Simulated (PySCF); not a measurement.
Orbital picture of DyO

r²SCAN at R = 1.789 Å; PySCF, spin-free X2C with a Gaussian nucleus, basis sets Dy x2c-SVPall, O x2c-SVPall. State: septet, about 9.2 electrons in the 4f shell (Mulliken), real f orbitals that mix terms. Only the outer orbitals are listed, counted within each symmetry.

| spin | orbital | occ. | ε (eV) | on Dy (%) | main shells (%) |
| --- | --- | --- | --- | --- | --- |
| α | 8π | 1 | -6.58 | 28 | 72 O p, 20 Dy d |
| α | 8π | 1 | -6.44 | 28 | 72 O p, 20 Dy d |
| α | 15σ | 1 | -6.03 | 36 | 62 O p, 18 Dy d, 11 Dy f |
| α | 16σ | 1 | -4.08 | 100 | 83 Dy s, 9 Dy d |
| α | 4δ | 0 | -1.73 | 100 | 100 Dy d |
| α | 4δ | 0 | -1.62 | 100 | 100 Dy d |
| α | 9π | 0 | -1.41 | 98 | 69 Dy p, 29 Dy d |
| β | 7π | 1 | -6.73 | 30 | 70 O p, 16 Dy f, 13 Dy d |
| β | 7π | 1 | -6.60 | 22 | 78 O p, 15 Dy d |
| β | 14σ | 1 | -6.57 | 46 | 52 O p, 33 Dy f, 9 Dy d |
| β | 1φ | 1 | -5.46 | 96 | 94 Dy f |
| β | 15σ | 1 | -4.93 | 83 | 74 Dy f, 17 O p |
| β | 8π | 0 | -4.02 | 94 | 90 Dy f |
| β | 3δ | 0 | -3.68 | 100 | 100 Dy f |
| β | 16σ | 0 | -3.45 | 96 | 90 Dy f |

Which are the highest filled and the lowest empty level, where do they sit, and how wide is the gap?

Highest filled α 16σ at -4.08 eV (in %: 83 Dy s, 9 Dy d); lowest empty β 8π at -4.02 eV (in %: 90 Dy f); the gap at r²SCAN is 0.06 eV.

```
bond order (Mayer)                              : 2.38
⟨S²⟩                                            : 12.009
charge on Dy (Mulliken, basis-dependent)        : 0.39
charge on Dy (Löwdin, basis-dependent)          : 0.15
dipole moment (positive dipole means Dy(−)O(+)) : -4.19 D
```

Spin–orbit coupling is left out. With d or f electrons several states lie close, and the lowest PBE0 determinant need not be the measured ground state.
